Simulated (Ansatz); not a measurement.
Start from `[Cl][SnH2][Br]` and change one atom or group to get `[Cl][SnH]([Cl])[Br]`.

Ansatz, PBE0-D4/def2-TZVP geometries, multiplicity 1. 

Elements past krypton have def2 core potentials. Scalar relativity is left out up to krypton.

| property | `[Cl][SnH2][Br]` |
| --- | --- |
| size of the dipole moment (PBE/def2-TZVPP) / D | 2.29 |
| ideal-gas entropy at 298 K and 1 bar (rigid rotor, harmonic PBE0-D4/def2-TZVP) / J/(mol·K) | 332 |
| HOMO energy (PBE0/def2-TZVPP) / eV | -8.55 |
| HOMO–LUMO gap (PBE0/def2-TZVPP) / eV | 6.98 |
| LUMO energy (PBE0/def2-TZVPP) / eV | -1.57 |
| zero-point energy (PBE0-D4/def2-TZVP) / kJ/mol | 41.5 |

What does the change do to each property? (An estimate is asked.)

The calculation gave: 
```csv
property,`[Cl][SnH]([Cl])[Br]`,shift
size of the dipole moment (PBE/def2-TZVPP) / D,1.79,-0.50
"ideal-gas entropy at 298 K and 1 bar (rigid rotor, harmonic PBE0-D4/def2-TZVP) / J/(mol·K)",366,34
HOMO energy (PBE0/def2-TZVPP) / eV,-8.98,-0.43
HOMO–LUMO gap (PBE0/def2-TZVPP) / eV,6.59,-0.39
LUMO energy (PBE0/def2-TZVPP) / eV,-2.39,-0.82
zero-point energy (PBE0-D4/def2-TZVP) / kJ/mol,26.6,-14.9
```

With PBE0 the HOMO falls by 0.43 eV and the LUMO falls by 0.82 eV, so the gap narrows by about 0.39 eV. PBE moves the HOMO by -0.38 eV and ωB97M-V by -0.44 eV. Dipoles are sizes alone; their direction can turn.

Spin–orbit coupling is left out; it splits and shifts lone-pair levels of the heavy atoms by tenths of an eV.
